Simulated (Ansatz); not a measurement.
Harmonic frequencies (cm⁻¹) at PBE0-D4/def2-TZVP from Ansatz: 128, 222, 230, 322, 420, 507, 517, 651, 700, 701, 797, 930, 1039, 1410, 1674, 2703, 3128, 3205.

**Question.** Which molecule is it?
A. `C1CSC1`
B. `F[CH2][InH][I]`
C. `NCB(O)Cl`
D. `C=[C]1[Zn][BH][Se]1`

**Answer.** D.
